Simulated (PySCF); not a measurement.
## Heteronuclear NMR

Geometry:
```tsv
atom	x (Å)	y (Å)	z (Å)
C1	1.470	0.994	-1.122
C2	0.788	0.718	-0.031
Si3	-0.212	1.130	1.475
C4	0.365	-0.534	0.692
C5	-0.636	-1.445	0.102
N6	-1.393	-0.901	-0.898
O7	-0.840	-2.569	0.514
H8	1.897	0.216	-1.741
H9	1.646	2.008	-1.444
H10	-1.607	1.491	1.302
H11	0.470	1.572	2.677
H12	1.150	-1.085	1.199
H13	-2.025	-1.517	-1.382
H14	-1.074	-0.079	-1.380
```

- geometry: GFN2-xTB
- σ from GIAO-PBE0/pcSseg-1
- run in PySCF 2.14.0 with density-fitted response routines
- no solvent model, no relativistic terms, one conformer

(1) What are the 29Si shifts?

(2) What are the 15N shifts?

(3) Where does 17O resonate?

Results:

(1) 
```
atoms                                       environment  σ (ppm)  δ (ppm)
  Si3  silicon bonded to 2 C, 2 H, in a 3-membered ring    481.6   -115.9
```

Shieldings were converted by a linear fit to measured shifts: 29Si: δ = 279.94 − 0.822σ (rms 8.9 ppm, 72 shifts, 25.8 ppm with the 6 outliers that the fit left out vs TMS, solution or neat liquid). Occasional misses reach two or three times the rms, and more in compound classes unlike the fitted ones.

On a 300 MHz spectrometer 29Si resonates near 59.6 MHz, so 1 ppm is 59.6 Hz.

(2) 
```csv
atoms,environment,σ (ppm),δ (ppm)
N6,amide-type nitrogen,159.8,-295.3
```

Shieldings were converted by a linear fit to measured shifts: 15N (scatter 6.3 ppm rms vs CH3NO2, solution or neat liquid). A few per cent of atoms miss by over 2 rms, more outside the fitted compound classes.

On a 500 MHz spectrometer 15N resonates near 50.7 MHz, so 1 ppm is 50.7 Hz.

(3) 
| atoms | environment | σ (ppm) | δ (ppm) |
| --- | --- | --- | --- |
| O7 | amide-type carbonyl oxygen | -96.5 | 354.6 |

Shieldings were converted by a linear fit to measured shifts: 17O (scatter 10.7 ppm rms, 12.2 ppm with the 3 outliers that the fit left out vs liquid water, solution or neat liquid). A few per cent of atoms miss by over 2 rms, more outside the fitted compound classes.

On a 300 MHz spectrometer 17O resonates near 40.7 MHz, so 1 ppm is 40.7 Hz.

Hydrogen bonding in solution shields acid and N–H amide carbonyl oxygens by tens of ppm.
